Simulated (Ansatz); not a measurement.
The lowest singlet and triplet of CF2 (SMILES F[C]F); geometries from B3LYP-D3(BJ)/def2-TZVP, each state relaxed from the structure named, with no frequency check.
Singlet (charge 0, multiplicity 1):
| atom | x (Å) | y (Å) | z (Å) |
|---|---|---|---|
| F | -1.0322 | -0.2001 | 0.0000 |
| C | -0.0006 | 0.5969 | 0.0000 |
| F | 1.0326 | -0.1978 | 0.0000 |

A positive gap puts the triplet lower; no zero-point energy. R- takes a restricted singlet. The triplet is unrestricted in single-reference levels.

Run with Ansatz (an electronic-structure program). Each number belongs to the level named beside it.

Task: One of these levels gives -37.46 kcal/mol for the gap E(singlet) − E(triplet), vertical, at the singlet's geometry. Which one is it?
(A) R-wB97X-V/def2-TZVPP
(B) R-PBE0/def2-TZVPP
(C) R-HF/cc-pVQZ

Result: C, R-HF/cc-pVQZ. The others give -55.46 (R-PBE0/def2-TZVPP), -63.35 (R-wB97X-V/def2-TZVPP)

Doubts at one or more of the structures used: a restricted determinant that unrestricted orbitals would lower (R-HF/cc-pVQZ).
